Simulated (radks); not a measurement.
Ho IV, 64 electrons, occupied as [Xe] 4f10 (the NIST ground configuration).

Calculated with a radial shooting solver on a logarithmic mesh with Libxc functionals: Dirac Kohn-Sham, LDA (Slater exchange, Perdew-Wang correlation), spin-unpolarised, spherical densities, finite nucleus; open shells fill j = l - 1/2 first; Fermi nuclear charge, rms radius 5.2022 fm.

Energy parts (eV):
part                      energy
total                 -343342.21
kinetic                377618.57
electron-nucleus      -846145.08
Hartree                132329.43
exchange-correlation    -7145.14

Orbitals (lengths in bohr, moments of r in powers of bohr; r(90%) holds 90 % of the orbital's charge):
orbital,occ.,eigenvalue (eV),<r^2>,r(90%),<r^4>,<r>
1s1/2,2,-55405.48,0.0005891,0.0376,9.281e-07,0.02076
2s1/2,2,-9291.232,0.009123,0.136,0.0001445,0.08760
2p1/2,2,-8849.132,0.006586,0.120,0.00008854,0.07293
2p3/2,4,-7993.256,0.007809,0.130,0.0001196,0.08009
3s1/2,2,-2100.571,0.06042,0.338,0.005521,0.2297
3p1/2,2,-1906.425,0.05597,0.330,0.004964,0.2193
3p3/2,4,-1727.754,0.06288,0.348,0.006213,0.2328
3d3/2,4,-1393.178,0.04966,0.320,0.004395,0.2055
3d5/2,6,-1354.106,0.05158,0.326,0.004710,0.2097
4s1/2,2,-440.8985,0.3040,0.746,0.1347,0.5187
4p1/2,2,-363.7610,0.3178,0.769,0.1513,0.5281
4p3/2,4,-323.3863,0.3561,0.814,0.1900,0.5592
4d3/2,4,-195.9902,0.4026,0.886,0.2644,0.5887
4d5/2,6,-188.6433,0.4176,0.902,0.2847,0.5997
4f5/2,6,-35.8588,0.7892,1.33,1.651,0.7797
4f7/2,4,-34.8089,0.8162,1.36,1.780,0.7919
5s1/2,2,-80.2436,1.761,1.80,4.571,1.252
5p1/2,2,-58.6613,2.191,2.03,7.314,1.391
5p3/2,4,-53.0885,2.494,2.17,9.463,1.485
5d3/2,0,-25.4211,4.894,3.11,39.23,2.063
5d5/2,0,-24.9062,5.077,3.16,42.09,2.102
6s1/2,0,-23.3523,9.780,4.20,135.7,2.962

The highest occupied level is 4f7/2 at -34.809 eV. For comparison, the ionisation energy in NIST's Atomic Spectra Database is 42.5 eV (semi-empirical). In exact Kohn-Sham theory the highest level is minus the ionisation energy, but local and semilocal functionals leave it too shallow, through self-interaction and a potential that decays too fast; potentials with the right tail come closer.

Beside tabulated values, note that spin-unpolarised runs miss the spin-polarisation part of the exchange energy of open shells.
